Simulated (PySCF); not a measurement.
SiHCl3, SMILES Cl[SiH](Cl)Cl.

Geometry: PBE-D3(BJ)/def2-SVP. The isomer is the one that the SMILES or the coordinates give; other isomers of the formula were not compared.

Method: PBE/def2-TZVPD run with PySCF.

Isolated molecule, no solvent.

Computed frontier levels, gap, dipole moment and polarisability:
The highest occupied level is -8.03 eV and the lowest empty level comes out as -1.64 eV. The orbital gap comes out as 6.39 eV, the dipole moment is 0.83 D and the quadrupole, principal values (traceless, Buckingham form, about the centre of nuclear charge) comes out as -0.98, -0.98, 1.95 D·Å. The mean static polarisability is 69.8 bohr³ (10.35 Å³) and the polarisability, principal values is 59.3, 75.1, 75.1 bohr³.
